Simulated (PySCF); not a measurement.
Job for PySCF: R-HF/STO-3G on CH9NSi (a complex), monomers drawn apart or pushed together.

```python
from pyscf import gto, scf, dft, mp
from pyscf.data.elements import chemcore

mol = gto.M(
    atom='''
    N     0.41452016   -0.62546238   -0.36335327
    H     1.29003088   -0.52808686    0.13769779
    H    -0.09299095    0.24524254   -0.25634220
    H    -0.12212494   -1.34702964    0.10398364
    C    -0.85830561    1.23561003    7.79111060
    Si   -0.57670699    0.82387001    5.98325556
    H    -1.43043399    0.44829746    8.28541251
    H    -1.41135571    2.17091490    7.89574730
    H     0.09127465    1.34440014    8.31835647
    H     0.17494103   -0.44759279    5.84846090
    H     0.20050553    1.89820638    5.31883546
    H    -1.87110845    0.67827743    5.27400109
    ''',
    basis='sto-3g',
    charge=0, spin=0, verbose=3, max_memory=1800)
mf = scf.RHF(mol)
mf.conv_tol = 1e-8
mf.max_cycle = 100
mf.kernel()
if not mf.converged:
    mf = mf.newton().run(mf.mo_coeff, mf.mo_occ)
```

Program output:

```
converged SCF energy = -381.959784508427
```

Self-consistency was reached.

Cost: around 0.10 core-seconds (rough).
